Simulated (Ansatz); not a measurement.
The cluster K6F5⁺, relaxed as a singlet with RKS PBE0-D4/def2-SVP in Ansatz, starting from the GFN1-xTB geometry. Force threshold 0.02 eV/Å.

Another isomer (singlet) lies 0.04 eV lower at PBE0-D4/def2-TZVP; other spin states weren't run for this one.

Start:

```xyz
11

K    -0.002   -2.124    2.509
K     1.419   -1.201   -0.943
K     0.111    1.965   -2.107
K     1.898    0.878    1.977
K    -1.555    0.988    0.945
K    -2.109   -0.848   -2.377
F     0.106   -0.641   -2.688
F     1.787   -1.674    1.226
F     1.087    1.536   -0.067
F    -0.515    0.055    2.729
F    -2.227    1.066   -1.205
```

(1) Estimate the energy that the relaxation releases and the steps that it takes.

(2) Does the start keep its bonding?

(3) Predict the relaxed structure.

## Answers

(1) 1.24 eV, in 8 steps; 79 s on 4 threads of Arm Neoverse V2 on a shared host. No frequencies were taken in this run, so the end may be a saddle point.

(2) By distances, no bond broke or formed. The bond that changes most is K2–F9, from 2.89 to 2.66 Å (atoms count from 1).

(3) 
```xyz
11

K     0.082   -2.319    2.853
K     1.765   -0.998   -1.034
K    -0.054    1.868   -2.266
K     1.874    0.700    2.150
K    -1.483    1.401    1.018
K    -2.333   -0.858   -2.711
F     0.053   -0.579   -2.735
F     1.813   -1.654    1.325
F     0.947    1.336   -0.060
F    -0.448    0.022    2.756
F    -2.215    1.081   -1.297
```
Bond lengths (bridged metal pairs left out): 16 × F–K 2.40 to 2.66 Å.
